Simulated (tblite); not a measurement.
C8H12OSi.
Atom-mapped SMILES: `[CH3:1][C:2]#[C:3][C@@:4]1([SiH3:5])[CH2:6][C@H:7]1[C:8]([CH3:9])=[O:10]` (hydrogens: H11, H12, H13 on C1; H14, H15, H16 on Si5; H17, H18 on C6; H19 on C7; H20, H21, H22 on C9)

Computed geometry: GFN2-xTB, gas phase.

**Question.** Give the optimised bond lengths and angles.

**Answer.** 
```tsv
bond	length (Å)
C1–C2	1.446
C2≡C3	1.200
C3–C4	1.428
C4–Si5	1.895
C4–C6	1.497
C6–C7	1.502
C7–C8	1.480
C8–C9	1.512
C8=O10	1.209
C4–C7	1.538
C1–H11, C1–H12, C1–H13	1.090
Si5–H14, Si5–H15, Si5–H16	1.464
C6–H17	1.081
C6–H18	1.080
C7–H19	1.083
C9–H20, C9–H21, C9–H22	1.088
```

Bonds in one row agree within 0.01 Å and their mean is given. A selection of angles:
```tsv
angle	degrees
C1–C2–C3	179.6
C2–C3–C4	179.4
C3–C4–Si5	114.5
C3–C4–C6	117.5
C3–C4–C7	117.4
Si5–C4–C6	120.1
Si5–C4–C7	117.2
C6–C4–C7	59.3
C4–C6–C7	61.7
C6–C7–C8	119.1
C4–C7–C6	59.0
C4–C7–C8	118.3
C7–C8–C9	114.0
C7–C8–O10	123.4
C9–C8–O10	122.6
```

Dihedral angles: C3–C4–C6–C7 107° (anticlinal); C4–C6–C7–C8 -107° (anticlinal); C6–C7–C8–C9 -162° (antiperiplanar); C3–C4–C7–C6 -107° (anticlinal).

The 3-membered ring C4–C6–C7 has internal angles of 59.0° to 61.7°. Si5 (SiH3 silicon) is tetrahedral (angles from 107.7° to 111.2°). The C–C distances run from 1.200 Å (C2≡C3, drawn triple) to 1.538 Å (C4–C7, drawn single), a spread of 0.338 Å. Of the pairs four or more bonds apart, C3···O10 is among the closest relative to their van der Waals radii: 2.89 Å, 90 % of the sum of Bondi's values.

Point group: C1 (no symmetry element, even within 0.4 Å). Its GFN2-xTB frequencies are all real (lowest 30 cm⁻¹). The numbers are those of one conformer. 3 starts were optimised and ended at 0.00, 0.01 and 0.13 kcal/mol (GFN2-xTB); the lowest of these is shown.
